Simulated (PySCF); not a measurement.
Species: C₂H₇FSSi.
SMILES with atom numbers: `[CH3:1][S:2][SiH2:3][CH2:4][F:5]` (hydrogens: H6, H7, H8 on C1; H9, H10 on Si3; H11, H12 on C4)

Cartesian coordinates in Å at the PBE0-D3(BJ)/def2-SVP level; atoms count from 1:
```
atom  x, y, z in Å
C1     2.210    0.935    0.214
S2     0.568    1.633    0.589
Si3   -0.672   -0.037    0.075
C4    -2.455    0.521    0.417
F5    -3.322   -0.512    0.122
H6     2.297    0.661   -0.847
H7     2.943    1.721    0.436
H8     2.428    0.061    0.845
H9    -0.516   -0.406   -1.365
H10   -0.344   -1.237    0.903
H11   -2.713    1.402   -0.196
H12   -2.576    0.809    1.477
```

The closed-shell ground state was solved at several levels (PySCF, density fitting, gas phase, non-relativistic).

```json
{"level": "PBE0/pcSseg-0", "basis functions": "67", "HOMO (eV)": "-7.21", "LUMO (eV)": "0.06", "gap (eV)": "7.27", "dipole (D)": "1.98"}
{"level": "PBE0/cc-pVTZ", "basis functions": "256", "HOMO (eV)": "-7.04", "LUMO (eV)": "0.02", "gap (eV)": "7.06", "dipole (D)": "1.78"}
{"level": "PBE/pcSseg-2", "basis functions": "292", "HOMO (eV)": "-5.88", "LUMO (eV)": "-1.07", "gap (eV)": "4.81", "dipole (D)": "1.78"}
{"level": "BLYP/pcSseg-2", "basis functions": "292", "HOMO (eV)": "-5.74", "LUMO (eV)": "-0.97", "gap (eV)": "4.77", "dipole (D)": "1.81"}
{"level": "BP86/pcSseg-2", "basis functions": "292", "HOMO (eV)": "-5.97", "LUMO (eV)": "-1.08", "gap (eV)": "4.89", "dipole (D)": "1.79"}
{"level": "KT2/pcSseg-2", "basis functions": "292", "HOMO (eV)": "-5.96", "LUMO (eV)": "-1.17", "gap (eV)": "4.79", "dipole (D)": "1.82"}
{"level": "mPW1PW91/pcSseg-2", "basis functions": "292", "HOMO (eV)": "-7.12", "LUMO (eV)": "-0.24", "gap (eV)": "6.88", "dipole (D)": "1.89"}
```

Question: What might PBE0/6-31G (67 basis functions) give for the same quantities?

Answer: HOMO -6.98 eV, LUMO 0.15 eV, gap 7.13 eV, dipole 1.84 D.

Question: Over all these levels, which gives the widest orbital gap and which the narrowest?

Answer: PBE0/pcSseg-0 (global hybrid, 25 % exact exchange) has the widest, 7.27 eV, and BLYP/pcSseg-2 (GGA) the narrowest, 4.77 eV. Functional and basis both differ between the two, so the spread mixes both effects.

Question: How much does the basis alone move the frontier levels among the 3 PBE0 rows (the withheld one included)?

Answer: The HOMO by 0.23 eV and the LUMO by 0.13 eV. By rising basis size (HOMO, LUMO in eV): pcSseg-0 -7.21, 0.06; 6-31G -6.98, 0.15; cc-pVTZ -7.04, 0.02.

Question: How far do the dipole and the HOMO energy spread over the levels?

Answer: The dipole runs from 1.78 to 1.98 D (mean 1.84 D) and the HOMO from -7.21 to -5.74 eV.

One conformer stands for the species.
